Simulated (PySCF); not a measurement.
## C₆ coefficients of unlike pairs at PBE0

Calculated with PySCF 2.14 from the dipole response of each species, C₆(A,B) = (3/π) ∫ α_A(iu) α_B(iu) du, in atomic units, from isotropic polarisabilities. For ions this is the dispersion term alone; charge-induced terms of lower order in 1/R come first.

```json
{"species": "Zn³⁺", "configuration": "[Ar] 3d9 (2D)", "basis": "aug-cc-pVTZ-DK (8s7p5d3f2g)", "relativity": "spin-free X2C", "α (bohr³)": "1.476", "C₆ (like pair)": "3.367"}
{"species": "N³⁺", "configuration": "[He] 2s2 (1S)", "basis": "aug-cc-pwCVDZ (5s4p2d)", "relativity": "none", "α (bohr³)": "2.129", "C₆ (like pair)": "2.090"}
{"species": "F", "configuration": "[He] 2s2 2p5 (2P)", "basis": "def2-TZVPPD (6s4p3d1f)", "relativity": "none", "α (bohr³)": "3.795", "C₆ (like pair)": "10.13"}
{"species": "V²⁺", "configuration": "[Ar] 3d3 (4F)", "basis": "aug-cc-pVTZ (8s7p5d3f2g)", "relativity": "none", "α (bohr³)": "4.546", "C₆ (like pair)": "13.68"}
```

(1) Estimate C₆ for V²⁺ with Zn³⁺.

No spin-orbit coupling is included.

The other pairs:

| pair | C₆ |
| --- | --- |
| V²⁺, F | 11.74 |
| N³⁺, Zn³⁺ | 2.242 |
| F, N³⁺ | 4.490 |
| V²⁺, N³⁺ | 5.173 |
| F, Zn³⁺ | 5.450 |

Answers

(1) The integral gives 6.439. The combination rule 2 C_A C_B / (C_A α_B/α_A + C_B α_A/α_B) gives 6.219 and the geometric mean 6.786.
